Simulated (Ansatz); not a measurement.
CH$_{4}$ClNOSi (`N[Si@H]1O[C@H]1Cl`). Total charge 0; spin multiplicity 1. The geometry is a stationary point of PBE0-D4/def2-TZVP. It is one conformer, not always the lowest.

```xyz
9

N     0.511   -1.484   -0.393
Si   -0.397   -0.335    0.428
O     0.329    0.952    1.196
C    -0.336    1.414   -0.006
Cl    0.787    1.954   -1.275
H     1.280   -1.244   -0.997
H     0.381   -2.472   -0.272
H    -1.503   -0.995    1.144
H    -1.051    2.210    0.174
```

(1) What is the dipole moment at PBE/def2-TZVPP? (Best estimate.)

(2) And with r2SCAN, B3LYP, ωB97M-V? (Estimate.)

(3) Give the Mulliken charges with PBE, ωB97M-V, r2SCAN in def2-TZVPP. (Best estimate.)

Answers

(1) The calculation gave: 3.18 D, with components (-0.94, -3.02, -0.32) D in this frame, pointing from negative to positive charge.

(2) The calculation gave: r2SCAN 3.31 D, B3LYP 3.36 D, ωB97M-V 3.40 D.

(3) Ansatz gave: 
```tsv
atom	PBE	ωB97M-V	r2SCAN
N1	-0.40	-0.37	-0.47
Si2	0.45	0.54	0.60
O3	-0.30	-0.37	-0.38
C4	0.01	-0.06	0.04
Cl5	-0.15	-0.13	-0.17
H6	0.17	0.14	0.18
H7	0.17	0.13	0.18
H8	-0.06	-0.02	-0.07
H9	0.12	0.14	0.09
```

B3LYP here is the variant with VWN-RPA as its local correlation; programs differ in this.
